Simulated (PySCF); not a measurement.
ReOBr3, SMILES [Br][Re]([Br])([Br])=[O] (connectivity only; charge and spin as stated), neutral, multiplicity 3.

The structure is a stationary point at PBE-D3(BJ)/def2-SVP. The multiplicity is an assumed one; other spin states were not compared. The def2 effective core potentials stand for the cores of Re; spin–orbit coupling is left out.

Method: PySCF with PBE-D3(BJ)/def2-SVP.

Frequencies are harmonic and unscaled.

Modes within 1.5 cm⁻¹ of each other (mostly degenerate sets) share a row, with their intensities summed.

```tsv
mode	ν (cm⁻¹)	IR (km/mol)	moving atoms (share of kinetic energy)
1–2	48	0.3	Br 87 %, Re 11 %
3	83	0.0	Br 63 %, Re 34 %
4–5	182	1.5	O 74 %, Br 25 %
6	250	3.9	Br 82 %, Re 17 %
7–8	279	45.1	Br 49 %, Re 41 %, O 10 %
9	981	121.5	O 92 %
```
